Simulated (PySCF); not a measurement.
**Ni: excitation energy**

Ni [Ar] 3d8 4s2 (3F) → Ni [Ar] 3d7 4s2 4p1 (high-spin determinant), as a difference of total energies. Calculation: PySCF 2.14, in aug-cc-pwCVTZ-DK (10s9p7d4f3g, 127 functions); the spin-free X2C one-electron Hamiltonian (Gaussian nucleus). Correlated levels: valence: [Ar] frozen; valence and next inner shell: [Ne] frozen; nothing frozen. The calculations carry no spin-orbit coupling.

```json
{"method": "UHF", "excitation energy (eV)": "6.023"}
{"method": "LDA", "excitation energy (eV)": "8.960"}
{"method": "PBE", "excitation energy (eV)": "8.626"}
{"method": "PBE0", "excitation energy (eV)": "8.080"}
{"method": "r2SCAN", "excitation energy (eV)": "8.329"}
{"method": "TPSS", "excitation energy (eV)": "8.301"}
{"method": "BLYP", "excitation energy (eV)": "8.721"}
{"method": "PW91", "excitation energy (eV)": "8.677"}
{"method": "MP2 (valence)", "excitation energy (eV)": "7.871"}
{"method": "SCS-MP2 (valence)", "excitation energy (eV)": "7.887"}
{"method": "MP2 (valence and next inner shell)", "excitation energy (eV)": "8.199"}
{"method": "SCS-MP2 (valence and next inner shell)", "excitation energy (eV)": "8.080"}
{"method": "MP2 (all electrons)", "excitation energy (eV)": "8.220"}
{"method": "SCS-MP2 (all electrons)", "excitation energy (eV)": "8.089"}
```

Task: How much does correlation contribute at MP2 (all electrons)?

Result: 8.220 − (6.023) = 2.197 eV, measured against UHF.

A first-order spin-orbit estimate (lowest level to lowest level, LS coupling) adds 0.012 eV.

The upper state lies above the first ionisation limit, but in LS coupling its spin forbids autoionisation to the ground ion.

The determinant of the upper state mixes LS terms, which raises its energy above the lowest term, most at the Hartree-Fock and MP2 levels.
